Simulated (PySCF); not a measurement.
Spectroscopy problems

PySCF calculation with PBE0/pcSseg-1 with gauge-including orbitals and geometry: GFN2-xTB; a single conformation, isolated molecule, one averaged value for each set of equivalent atoms, no relativistic terms.

Scale: 1H, 13C vs TMS (reference shieldings calculated alike). Splittings of carbon signals by F and P are missing where no couplings were computed. Where no couplings were computed, multiplicities follow the n + 1 count of equivalent neighbours, and m marks all less simple cases (inequivalent or close neighbours, rings, F or P nearby). Shifts are as computed. Against solution values, carbons near 30 ppm lie about +3 ppm off and those near 130 ppm about +5 ppm; carbons on Cl a further +6 ppm. Of 1211 compounds with measured shifts, 218 miss one by over three times the rms of a fit or turn the order of signals round; such compounds aren't used in these exercises. Carbons bonded to Cl come out too deshielded.

Question: C₂H₁₁FO₂Si₃. 1H NMR (400 MHz, computed): δ 5.28 (m, 2H), 5.25 (m, 2H), 4.16 (m, 1H), 0.44 (m, 6H). 13C{1H} NMR (computed): δ 0.2. Give a structure.

Answer: `C[SiH2]O[SiH](F)O[SiH2]C`. The formula gives 0 degrees of unsaturation. 1 carbon signal for 2 carbons: some carbons are equivalent by symmetry or fast rotation. Carbon types of the structure: 2 × CH3, leaving 5 H on heteroatoms. δC 0.2: methyl carbon bonded to Si; an electropositive neighbour leaves it electron-rich and shielded. δH 5.28, 5.25: hydrogen on a silicon bonded to C, O. δH 4.16: hydrogen on a silicon bonded to F, 2 O. δH 0.44: hydrogen on a methyl carbon bonded to Si; an electropositive neighbour shields it, as in TMS itself.

The data come from this structure; uniqueness wasn't tested.

Question: C₅H₇ClO₃Si. 1H NMR (300 MHz, computed): δ 6.59 (s, 1H), 5.35 (m, 1H), 5.25 (m, 1H), 4.28 (m, 1H), 3.93 (s, 3H). 13C{1H} NMR (computed): δ 182.2 (C), 154.1 (CH), 127.3 (C), 69.9 (CH), 59.4 (CH3). Identify the compound.

Answer: `O(C)/C=C(/Cl)[C@H]1OC(=O)[SiH2]1`. Rings plus π bonds: 3 (1 ring in the answer). 5 carbon signals for 5 carbons: no two carbons are equivalent. Carbon types of the structure: 2 × C, 2 × CH, 1 × CH3, leaving 2 H on heteroatoms. δC 182.2: carbonyl carbon. δC 154.1: alkene carbon bearing oxygen; an sp2 carbon further deshielded by the attached heteroatom. δC 127.3: β carbon of an enol-ether or enamine type C=C. δC 69.9: allylic sp3 CH bonded to O and Si; the inductive effect lowers its shielding.

This is the structure that produced the data.
